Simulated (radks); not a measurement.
Problem. All-electron atom: Co+ in [Ar] 3d6 4s2 (not the ground configuration). All-electron calculation, scalar-relativistic Kohn-Sham, PBE, spin-polarised, spherical densities, finite nucleus; open shells are filled with parallel spins first; Fermi nuclear charge, rms radius 3.7875 fm. Program: a radial shooting solver on a logarithmic mesh with Libxc functionals. Some entries of the table are withheld. Estimate them.

orbital  occ.  eigenvalue (Ry)  <1/r> (bohr^-1)
1s down     1        -559.2028            27.03
1s up       1        -559.2025            27.03
2s up       1        -67.32537            5.809
2s down     1        -67.16167            5.819
2p up       3        -57.81605            5.700
2p down     3        -57.69244            5.709
3s up       1              (1)            1.847
3s down     1              (2)            1.838
3p up       3         -6.08681            1.709
3p down     3         -5.74501            1.696
3d up       5         -1.79735            1.372
3d down     1         -1.48273            1.331
4s up       1         -1.09583              (3)
4s down     1         -1.02966              (4)

Solution. 
(1) 3s up eigenvalue (Ry): -8.80529
(2) 3s down eigenvalue (Ry): -8.45593
(3) 4s up <1/r> (bohr^-1): 0.5343
(4) 4s down <1/r> (bohr^-1): 0.5111
